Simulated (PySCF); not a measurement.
Species: C₅H₁₀N₂.
SMILES with atom numbers: `[CH2:1]=[N:2]/[N:3]=[CH:4]\[CH:5]([CH3:6])[CH3:7]` (hydrogens: H8, H9 on C1; H10 on C4; H11 on C5; H12, H13, H14 on C6; H15, H16, H17 on C7)

The same species was optimised twice, with GFN2-xTB and with PBE0-D3(BJ)/def2-SVP (PySCF), and the same property calculations (PySCF, gas phase) were run on both structures.

```csv
coordinate,GFN2-xTB,PBE0-D3(BJ)/def2-SVP,change
N2–N3 (Å),1.278,1.338,+0.060
N3=C4 (Å),1.262,1.275,+0.013
C1=N2 (Å),1.262,1.271,+0.009
C5–C7 (Å),1.530,1.524,-0.006
C4–C5 (Å),1.504,1.502,-0.002
C5–C6 (Å),1.530,1.531,+0.001
N2–N3–C4 (°),131.8,119.6,-12.2
C1–N2–N3 (°),130.1,119.8,-10.3
C4–C5–C7 (°),109.6,110.7,+1.1
C6–C5–C7 (°),110.6,111.7,+1.1
C4–C5–C6 (°),109.7,110.6,+0.9
N3–C4–C5 (°),126.7,126.3,-0.4
C1–N2–N3–C4 (°),-102,-111,-9
N3–C4–C5–C6 (°),118,91,-27
```

Rotational constants: A = 5010, B = 1463, C = 1363 MHz (GFN2-xTB) against A = 5026, B = 1632, C = 1418 MHz (PBE0-D3(BJ)/def2-SVP). Point groups within 0.08 Å: C1 and C1.

On the GFN2-xTB structure: lowest triplet, Tamm–Dancoff (eV) 3.84 [CAM-B3LYP/def2-SVPD]; isotropic polarisability (au) 82.0 [CAM-B3LYP/def2-SVPD]; HOMO (eV) -8.13 [CAM-B3LYP/def2-SVPD]; LUMO (eV) 0.77 [CAM-B3LYP/def2-SVPD]; dipole (D) 2.07 [CAM-B3LYP/def2-SVPD]; HOMO (eV) -6.81 [PBE0/pcSseg-1]; LUMO (eV) -0.19 [PBE0/pcSseg-1]; dipole (D) 2.05 [PBE0/pcSseg-1]; GIAO shielding of C1 (ppm) 72.4 [PBE0/pcSseg-1]; GIAO shielding of N2 (ppm) -136.7 [PBE0/pcSseg-1]; GIAO shielding of N3 (ppm) -111.3 [PBE0/pcSseg-1]; GIAO shielding of C4 (ppm) 53.6 [PBE0/pcSseg-1]; GIAO shielding of C5 (ppm) 157.5 [PBE0/pcSseg-1]; GIAO shielding of C6/C7 (mean) (ppm) 164.4 [PBE0/pcSseg-1].

Q: What do these properties become on the PBE0-D3(BJ)/def2-SVP structure?

A: 
```tsv
property	level	on GFN2-xTB	on PBE0-D3(BJ)/def2-SVP	change
lowest triplet, Tamm–Dancoff (eV)	CAM-B3LYP/def2-SVPD	3.84	3.68	-0.16
isotropic polarisability (au)	CAM-B3LYP/def2-SVPD	82.0	79.6	-2.4
HOMO (eV)	CAM-B3LYP/def2-SVPD	-8.13	-8.33	-0.20
LUMO (eV)	CAM-B3LYP/def2-SVPD	0.77	0.33	-0.44
dipole (D)	CAM-B3LYP/def2-SVPD	2.07	2.22	+0.15
energy, GFN2-xTB geometry as zero (kcal/mol)	CAM-B3LYP/def2-SVPD	0.0	-6.1	-6.1
HOMO (eV)	PBE0/pcSseg-1	-6.81	-6.91	-0.10
LUMO (eV)	PBE0/pcSseg-1	-0.19	-0.70	-0.51
dipole (D)	PBE0/pcSseg-1	2.05	2.22	+0.17
energy, GFN2-xTB geometry as zero (kcal/mol)	PBE0/pcSseg-1	0.0	-5.3	-5.3
GIAO shielding of C1 (ppm)	PBE0/pcSseg-1	72.4	48.0	-24.4
GIAO shielding of N2 (ppm)	PBE0/pcSseg-1	-136.7	-164.6	-27.9
GIAO shielding of N3 (ppm)	PBE0/pcSseg-1	-111.3	-141.7	-30.4
GIAO shielding of C4 (ppm)	PBE0/pcSseg-1	53.6	28.8	-24.8
GIAO shielding of C5 (ppm)	PBE0/pcSseg-1	157.5	153.8	-3.7
GIAO shielding of C6/C7 (mean) (ppm)	PBE0/pcSseg-1	164.4	162.5	-1.9
```

The heavy atoms differ by 0.330 Å rms after alignment. Among bonds between heavy atoms N2–N3 changes most (+0.060 Å). Changes are differences of the printed values. Neither structure is proved a minimum here.

The values belong to the conformer `[CH2:1]=[N:2]/[N:3]=[CH:4]\[CH:5]([CH3:6])[CH3:7]`: C1–N2–N3–C4 -111°, N3–C4–C5–C6 91°.
